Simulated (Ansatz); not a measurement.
Start from `CC(C)(C)C(N)=O` and change one atom or group to get `CC(C)(C)O[Si]O`.

Ansatz, PBE0-D4/def2-TZVP geometries, multiplicity 1. Each molecule was computed in one conformer, which needn't be the lowest.

| property | `CC(C)(C)C(N)=O` |
| --- | --- |
| HOMO energy (PBE0/def2-TZVPP) / eV | -7.15 |
| LUMO energy (PBE0/def2-TZVPP) / eV | 0.67 |
| HOMO energy (ωB97M-V/def2-TZVPP) / eV | -9.58 |
| size of the dipole moment (B3LYP/def2-TZVPP) / D | 3.61 |
| HOMO–LUMO gap (PBE0/def2-TZVPP) / eV | 7.81 |
| size of the dipole moment (PBE/def2-TZVPP) / D | 3.47 |

(1) Give the same properties after the change, and the shifts. (Estimate.)

Results:

(1) Ansatz gave: 
| property | `CC(C)(C)O[Si]O` | shift |
| --- | --- | --- |
| HOMO energy (PBE0/def2-TZVPP) / eV | -6.75 | 0.40 |
| LUMO energy (PBE0/def2-TZVPP) / eV | -0.93 | -1.60 |
| HOMO energy (ωB97M-V/def2-TZVPP) / eV | -8.93 | 0.65 |
| size of the dipole moment (B3LYP/def2-TZVPP) / D | 2.65 | -0.96 |
| HOMO–LUMO gap (PBE0/def2-TZVPP) / eV | 5.82 | -1.99 |
| size of the dipole moment (PBE/def2-TZVPP) / D | 2.66 | -0.81 |

With PBE0 the HOMO rises by 0.40 eV and the LUMO falls by 1.60 eV, so the gap narrows by about 2.00 eV. PBE moves the HOMO by -0.07 eV and ωB97M-V by 0.65 eV. Dipoles are sizes alone; their direction can turn.

B3LYP here is the variant with VWN-RPA as its local correlation; programs differ in this.
